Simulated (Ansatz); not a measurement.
C3H9N, charge -1, doublet, at the geometry of the source list (a state made from the parent by changing its charge; the spin is typed, not shown lowest) (a gas-phase anion, which may not be bound at this level). Base run: Ansatz (a quantum-chemistry and plane-wave program) with CCSD/3-21G.

The Ansatz input:
Ansatz 0.2 input:
```yaml
crystal:
  periodic: [false, false, false]
  atoms:
    - {symbol: C, position_ang: [-0.61420000, 1.11590000, 0.56410000]}
    - {symbol: C, position_ang: [-0.09010000, 0.02020000, -0.36040000]}
    - {symbol: C, position_ang: [1.35060000, -0.34120000, -0.00900000]}
    - {symbol: N, position_ang: [-0.92020000, -1.16670000, -0.18850000]}
    - {symbol: H, position_ang: [0.00310000, 2.00670000, 0.48570000]}
    - {symbol: H, position_ang: [-0.60020000, 0.76100000, 1.59070000]}
    - {symbol: H, position_ang: [-1.63700000, 1.37810000, 0.30330000]}
    - {symbol: H, position_ang: [-0.11220000, 0.39990000, -1.40170000]}
    - {symbol: H, position_ang: [1.72360000, -1.11430000, -0.67700000]}
    - {symbol: H, position_ang: [1.39180000, -0.71630000, 1.00970000]}
    - {symbol: H, position_ang: [1.99300000, 0.53090000, -0.09460000]}
    - {symbol: H, position_ang: [-0.60270000, -1.91270000, -0.79820000]}
    - {symbol: H, position_ang: [-1.88540000, -0.96140000, -0.42410000]}
basis:
  gaussian:
    orbitals: 3-21G.json
total_charge: -1
magnetization: {spin_polarized: true, initial_magnetization: 1}
correlation: {method: ccsd}
```
The basis file holds 3-21G in the JSON format of the Basis Set Exchange.

Each row names what was changed in the base input (with any setting that the change needs).

| change | ΔE vs base (kcal/mol) | MP2 correlation (Eh) | CC correlation without the perturbative part (Eh) | basis functions | core-seconds (rough) |
|---|---|---|---|---|---|
| base | 0.000 | -0.40690 | -0.45109 | 54 | 10 |
| fitting = cc-pVTZ-JKFIT (mean field), cc-pVTZ-RIFIT (correlation) | 0.047 | -0.40690 | -0.45108 | 54 | 10 |
| method = bccd_t | -7.89 | -0.40690 | -0.45039 | 54 | 20 |
| method = ccsd_t | -7.87 | -0.40690 | -0.45109 | 54 | 20 |
| method = rpa | -13.96 | - | - | 54 | 2 |
| electrons = outside_noble_gas | 0.000 | -0.40690 | -0.45109 | 54 | 10 |
| lower_state_search = off | 0.000 | -0.40690 | -0.45109 | 54 | 6 |
| accuracy = high | -0.014 | -0.40691 | -0.45109 | 54 | 30 |
| diis_vectors = 4 | 0.000 | -0.40690 | -0.45109 | 54 | 20 |
| method = bccd | 0.441 | -0.40690 | -0.45039 | 54 | 10 |

A gas-phase anion may not be bound at this level; its values then depend on the basis.
